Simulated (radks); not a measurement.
The numbers below are computed, except where a source is named.
Au+, configuration [Xe] 4f13 5d10 6s1 (not the ground configuration).

Level of theory: non-relativistic Kohn-Sham, PBE, spin-polarised, spherical densities, point nucleus; open shells are filled with parallel spins first (spin-orbit coupling, left out, can overturn this in heavy ions); relativity is left out, which matters for an element this heavy (a radial shooting solver on a logarithmic mesh with Libxc functionals).

Energy parts (eV):
part                       energy
total                  -486138.15
kinetic                 486020.61
electron-nucleus      -1156219.98
Hartree                 193332.00
exchange-correlation     -9270.78

Orbitals (lengths in bohr, moments of r in powers of bohr; r(90%) holds 90 % of the orbital's charge):
| orbital | occ. | eigenvalue (eV) | r(90%) |
|---|---|---|---|
| 1s up | 1 | -73098.50 | 0.0341 |
| 1s down | 1 | -73098.49 | 0.0341 |
| 2s up | 1 | -12221.07 | 0.124 |
| 2s down | 1 | -12221.01 | 0.124 |
| 2p up | 3 | -11749.91 | 0.110 |
| 2p down | 3 | -11749.88 | 0.110 |
| 3s up | 1 | -2882.903 | 0.297 |
| 3s down | 1 | -2881.902 | 0.297 |
| 3p up | 3 | -2660.876 | 0.289 |
| 3p down | 3 | -2659.972 | 0.289 |
| 3d up | 5 | -2246.572 | 0.262 |
| 3d down | 5 | -2245.932 | 0.262 |
| 4s up | 1 | -627.4038 | 0.639 |
| 4s down | 1 | -626.1651 | 0.639 |
| 4p up | 3 | -531.5408 | 0.652 |
| 4p down | 3 | -530.3068 | 0.652 |
| 4d up | 5 | -355.3591 | 0.681 |
| 4d down | 5 | -354.1214 | 0.681 |
| 4f up | 7 | -119.4323 | 0.759 |
| 4f down | 6 | -118.1506 | 0.760 |
| 5s up | 1 | -99.8371 | 1.44 |
| 5s down | 1 | -99.5110 | 1.44 |
| 5p up | 3 | -68.8567 | 1.59 |
| 5p down | 3 | -68.5683 | 1.59 |
| 5d up | 5 | -20.5179 | 2.24 |
| 5d down | 5 | -20.1706 | 2.22 |
| 6s up | 1 | -12.4765 | 4.20 |
| 6s down | 0 | -11.6213 | 4.19 |

The highest occupied level is 6s up at -12.476 eV. The spin density at the nucleus is 18.66 e/bohr^3 (1s 0.04, 2s -0.19, 3s -1.47, 4s 0.77, 5s 0.77, 6s 18.73). The electron density at the nucleus is 3.539e+05 e/bohr^3. Spin moment in Bohr magnetons: 2. The density falls to 0.001 e/bohr^3 at r = 4.03 bohr.
